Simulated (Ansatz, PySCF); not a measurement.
Dimer: H2S (SMILES S) (first 3 atoms) with CH3F (SMILES CF); geometry from B3LYP-D3(BJ)/def2-TZVP.
(charge 0, multiplicity 1):
```xyz
8

S     -1.01864     0.17603    -0.21559
H      0.06165     0.84854    -0.64360
H     -0.30104    -0.53718     0.66929
C     -0.01681     0.31775     3.50779
F      0.52163    -0.74389     2.77745
H      0.80414     0.89193     3.93736
H     -0.60481     0.93756     2.83113
H     -0.64766    -0.09134     4.29694
```

Basis-set superposition error: the interaction energy with monomers in their own basis, and in the dimer's basis (counterpoise).

Codes used: Ansatz (a program for electronic structure) with Gaussian orbitals; PySCF for M06-2X. Values without a source in brackets are computed.

| level | uncorrected (kcal/mol) | counterpoise (kcal/mol) | difference |
|---|---|---|---|
| HF/aug-cc-pV(D+d)Z | -0.69 | -0.50 | 0.19 |
| HF/aug-cc-pV(T+d)Z | -0.49 | -0.40 | 0.09 |
| r2SCAN/def2-TZVPPD | -2.06 | -2.00 | 0.06 |
| B97M-V/def2-TZVPPD | -2.33 | -2.29 | 0.04 |
| B3LYP/def2-TZVPPD | -1.09 | -1.02 | 0.07 |
| M06-2X/def2-TZVPPD | -2.26 | -2.17 | 0.09 |
| wB97M-V/def2-TZVPPD | -2.24 | -2.16 | 0.08 |
| MP2/aug-cc-pV(D+d)Z | -2.68 | -1.94 | 0.74 |
| CCSD/aug-cc-pV(D+d)Z | -2.33 | -1.60 | 0.73 |
| CCSD/aug-cc-pV(T+d)Z | -2.27 | -1.86 | 0.41 |

The error is largest for MP2/aug-cc-pV(D+d)Z (0.74 kcal/mol) and smallest for B97M-V/def2-TZVPPD (0.04 kcal/mol).
